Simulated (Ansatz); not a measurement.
CH7NO2Si, SMILES `N[SiH](O)CO`, charge 0, multiplicity 1.

Question: Give a relaxed structure at PBE0-D4/def2-TZVP (Ansatz 0.2.0). (Best estimate.)

Answer: Ansatz gave: 
```xyz
12

N    -0.559   -0.336   -1.455
Si    0.350   -0.750   -0.044
O     1.927   -0.395   -0.338
C    -0.375    0.370    1.276
O    -0.329    1.713    0.794
H    -1.550   -0.530   -1.480
H    -0.149   -0.528   -2.357
H     0.337   -2.189    0.332
H     2.143    0.540   -0.354
H     0.224    0.335    2.191
H    -1.398    0.082    1.563
H    -0.621    1.688   -0.126
```
This is one stationary point; other conformers may exist.
